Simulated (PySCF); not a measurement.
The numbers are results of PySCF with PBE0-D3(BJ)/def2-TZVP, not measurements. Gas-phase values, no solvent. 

Reference species (SMILES): `[SiH]1[SiH2][SiH2][SiH]=1` (neutral, multiplicity 1).

The dipole moment is 0.41 D, the HOMO is -6.15 eV and the LUMO is -1.99 eV.

Changed species: `[SiH]1[SiH]([SiH]=1)[SiH3]`.

### Question
Predict the effect on the dipole moment, HOMO and LUMO.

### Answer
the dipole moment increases by 0.29 D, to 0.70 D; the HOMO increases by 0.08 eV, to -6.07 eV; the LUMO rises by 0.12 eV, to -1.87 eV.
